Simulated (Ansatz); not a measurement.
Consider the redistribution: `F[SiH]([SiH3])S` + `F[SiH2][SiH2]F` → `F[SiH2][SiH](F)S` + `F[SiH2][SiH3]`.

Isolated molecules relaxed with PBE0-D4/def2-TZVP in Ansatz; ΔE leaves out vibrations. CCSD(T)/CBS is the MP2 limit (def2-TZVPP, def2-QZVPP) plus CCSD(T) − MP2 in def2-TZVPP, frozen cores. This one scheme is used for every species. DFT in def2-TZVPP. B3LYP here is the variant with VWN-RPA as its local correlation; programs differ in this. Each species was taken in one conformer, which may not be the lowest.

```json
{"level": "PBE-D4", "ΔE (kJ/mol)": "-3.1", "difference from CCSD(T)/CBS": "-1.7"}
{"level": "r2SCAN-D4", "ΔE (kJ/mol)": "-2.9", "difference from CCSD(T)/CBS": "-1.5"}
{"level": "PBE0-D4", "ΔE (kJ/mol)": "-2.5", "difference from CCSD(T)/CBS": "-1.1"}
{"level": "B3LYP-D4", "ΔE (kJ/mol)": "-2.3", "difference from CCSD(T)/CBS": "-0.9"}
{"level": "ωB97X-V", "ΔE (kJ/mol)": "-1.9", "difference from CCSD(T)/CBS": "-0.5"}
{"level": "ωB97M-V", "ΔE (kJ/mol)": "-2.3", "difference from CCSD(T)/CBS": "-0.9"}
{"level": "B2PLYP", "ΔE (kJ/mol)": "-1.3", "difference from CCSD(T)/CBS": "0.1"}
{"level": "PBE", "ΔE (kJ/mol)": "-2.4", "difference from CCSD(T)/CBS": "-1.0"}
{"level": "r2SCAN", "ΔE (kJ/mol)": "-2.8", "difference from CCSD(T)/CBS": "-1.4"}
{"level": "PBE0", "ΔE (kJ/mol)": "-1.9", "difference from CCSD(T)/CBS": "-0.5"}
{"level": "HF/def2-TZVPP", "ΔE (kJ/mol)": "0.4", "difference from CCSD(T)/CBS": "1.8"}
{"level": "MP2/def2-QZVPP", "ΔE (kJ/mol)": "-1.2", "difference from CCSD(T)/CBS": "0.2"}
{"level": "SCS-MP2/def2-QZVPP", "ΔE (kJ/mol)": "-0.7", "difference from CCSD(T)/CBS": "0.7"}
{"level": "HF/CBS(def2)", "ΔE (kJ/mol)": "0.7", "difference from CCSD(T)/CBS": "2.1"}
{"level": "MP2/CBS(def2)", "ΔE (kJ/mol)": "-1.2", "difference from CCSD(T)/CBS": "0.2"}
{"level": "CCSD/CBS(def2)", "ΔE (kJ/mol)": "-1.0", "difference from CCSD(T)/CBS": "0.4"}
{"level": "CCSD(T)/CBS", "ΔE (kJ/mol)": "-1.4", "difference from CCSD(T)/CBS": "0"}
```

Largest T1 diagnostic among the species: 0.013.
